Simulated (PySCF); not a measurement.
## Finite-field polarisability of Cl (chlorine, neutral)

[Ne] 3s2 3p5, 2P determinant. Computed with PySCF 2.14 in def2-QZVPPD, with no relativity, point nucleus. Frozen: [Ne]. Energy changes in a uniform field (μhartree):

```tsv
axis	F (au)	HF	MP2	CCSD	CCSD(T)
x	0.0039	-99.570	-101.422	-100.722	-101.226
x	0.0078	-398.358	-405.787	-402.984	-405.006
y	0.0037	-101.178	-103.599	-102.608	-103.328
y	0.0074	-404.893	-414.607	-410.637	-413.524
```

By symmetry the remaining axis equals y.

(1) Derive α along x at CCSD(T) from the two fields.

(2) And the mean polarisability at each level?

## Answers

(1) With ΔE = −αF²/2 − γF⁴/24, α = −(16 ΔE(F) − ΔE(2F))/(6F²) = 13.31 bohr³.

(2) The components xx, yy, zz at CCSD(T) are 13.31, 15.09, 15.09, the third axis being equal by symmetry to one of the two computed. Means: HF 14.22, MP2 14.53, CCSD 14.41, CCSD(T) 14.50 bohr³. Reference: 14.6 ± 0.1 bohr³ (recommended; Schwerdtfeger and Nagle, table of static dipole polarizabilities (2023 update)).
